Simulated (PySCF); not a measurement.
## Computed properties of Si(AsH2)(H)2(OH) (AsH5OSi), SMILES O[SiH2][AsH2]

Si(AsH2)(H)2(OH) (AsH5OSi), SMILES [SiH2]([AsH2])O. Geometry: PBE0-D3(BJ)/def2-SVP. The values are those of a single conformer. All values are computed for the isolated molecule unless a solvent is named; none is compared with measurement here.

**Structure.** All 18 harmonic modes at PBE0-D3(BJ)/def2-SVP (PySCF) are real, so it is a minimum. With heavy atoms numbered as in [SiH2:1]([OH:2])[AsH2:3], the shortest bond between them is Si1–O2 at 1.667 Å and the longest Si1–As3 at 2.370 Å.

**Vibrations.** The strongest infrared lines (harmonic, unscaled, degenerate partners summed) lie at 891 cm⁻¹ (342 km/mol, H 86 %, Si 11 %), 239 cm⁻¹ (121 km/mol, H 64 %, O 29 %), 826 cm⁻¹ (120 km/mol, H 55 %, O 37 %, Si 8 %). The softest mode is at 146 cm⁻¹ and the zero-point energy is 29.6 kcal/mol.

**Electronic structure.** ωB97X/def2-TZVPD (PySCF) places the frontier levels at -9.60 and 1.42 eV, a gap of 11.02 eV, and gives a dipole moment of 1.22 D and a mean polarisability of 66.9 bohr³.

**Excitations.** TDA-CAM-B3LYP/def2-SVPD (PySCF) has S1 at 6.27 eV (198 nm, f = 0.042, weak); the most intense of the 10 singlets computed lies at 7.06 eV (f = 0.34). T1 (TDA) is at 5.46 eV, 0.81 eV under S1. No vertical singlet excitation falls in the visible range (under 3.1 eV).

**NMR.** GIAO shifts at KT2/pcSseg-1 (PySCF) (non-relativistic, atoms alike by connectivity averaged): ¹H from 0.4 to 6.0 ppm against TMS; ²⁹Si at -1.5 ppm against TMS.
